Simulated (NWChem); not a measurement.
# BeNH$_{2}$F; SMILES [NH2][Be][F]

```xyz
5

Be     0.0000     0.0000    -0.0909
F      0.0000     0.0000    -1.4769
N      0.0000     0.0000     1.4128
H      0.0000    -0.8244     1.9887
H      0.0000     0.8244     1.9887
```
Atoms are numbered in this order, from 1.

Program: NWChem. Coordinates come from a PBE0-D3(BJ)/def2-TZVP optimisation. Core excitations by TDA in a window of 1s orbitals, non-relativistic and unshifted: absolute energies depend strongly on the exact-exchange share.

```csv
level,first 1s excitation (eV),dipole oscillator strength of the first,first state with f > 0.002 (eV),dipole oscillator strength of that state
"F K edge, PBE0/def2-TZVP",671.1,0.0019,671.8,0.0118
"F K edge, BHandHLYP/cc-pVTZ",…,…,…,…
"N K edge, B3LYP/def2-TZVP",386.9,0.0000,388.7,0.0157
"N K edge, BHandHLYP/def2-TZVP",398.4,0.0003,399.9,0.0257
```

### Question
Complete the blanks.

### Answer

- F K edge, BHandHLYP/cc-pVTZ, first 1s excitation (eV): 684.2
- F K edge, BHandHLYP/cc-pVTZ, dipole oscillator strength of the first: 0.0031
- F K edge, BHandHLYP/cc-pVTZ, first state with f > 0.002 (eV): 684.2
- F K edge, BHandHLYP/cc-pVTZ, dipole oscillator strength of that state: 0.0031
